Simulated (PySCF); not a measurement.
One molecule, one basis, several functionals.

Species: C₃H₁₀BN.
Geometry (PBE0-D3(BJ)/def2-SVP, Å), atoms numbered from 1 in this order:
```xyz
15
C3H10BN angstrom
C     -2.3901   -0.3408   -0.3859
C     -1.2597    0.6394   -0.0705
B      0.1463    0.1714   -0.6159
N      1.2761    0.1106    0.1972
C      2.6087   -0.2824   -0.1829
H     -3.3717    0.0334   -0.0537
H     -2.2297   -1.3143    0.1050
H     -2.4593   -0.5353   -1.4681
H     -1.2256    0.8450    1.0149
H     -1.4862    1.6109   -0.5502
H      0.2823   -0.1507   -1.7816
H      1.1844    0.3710    1.1741
H      2.9508   -1.1756    0.3683
H      2.6247   -0.5213   -1.2548
H      3.3440    0.5210   -0.0039
```

PySCF, pcSseg-1 basis, density fitting, gas phase, PBE0-D3(BJ)/def2-SVP geometry. One functional is left out:

| functional | exact exchange (%) | HOMO energy (eV) | LUMO energy (eV) | dipole moment (D) |
| --- | --- | --- | --- | --- |
| B97-D | 0 | -6.26 | -0.07 | 1.825 |
| BLYP | 0 | -6.15 | -0.09 | 1.875 |
| BP86 | 0 | -6.39 | -0.27 | 1.885 |
| LDA | 0 | -6.42 | -0.46 | 1.933 |
| OPBE | 0 | -6.26 | -0.06 | 1.842 |
| PBE | 0 | -6.29 | -0.23 | 1.890 |
| B3LYP | 20 | -7.36 | 0.50 | 1.813 |
| PBE0 | 25 | -7.59 | 0.74 | 1.808 |
| mPW1PW91 | 25 | -7.62 | 0.74 | 1.793 |
| BHandHLYP | 50 | -8.80 | 1.72 | 1.719 |

Question: Predict the row of B97-2 (21 % exact exchange) by straight lines through the other rows, and check it.

Answer: 
```csv
property,line,computed,computed − line,"B3LYP (20 %), for comparison"
HOMO energy (eV),-7.37,-7.33,+0.04,-7.36
LUMO energy (eV),0.59,0.73,+0.14,0.50
dipole moment (D),1.811,1.778,-0.033,1.813
```

Question: Which of these properties follows the share of exact exchange most closely, and which least?

Answer: Most closely the HOMO energy, least the dipole moment; the correlations over the tabulated rows are HOMO energy -0.996, LUMO energy 0.984, dipole moment -0.881. The HOMO energy moves by -0.508 eV for every 10 %. Functionals with the same share still differ in their other parts: at 0 % BLYP and LDA differ by 0.27 eV in it.
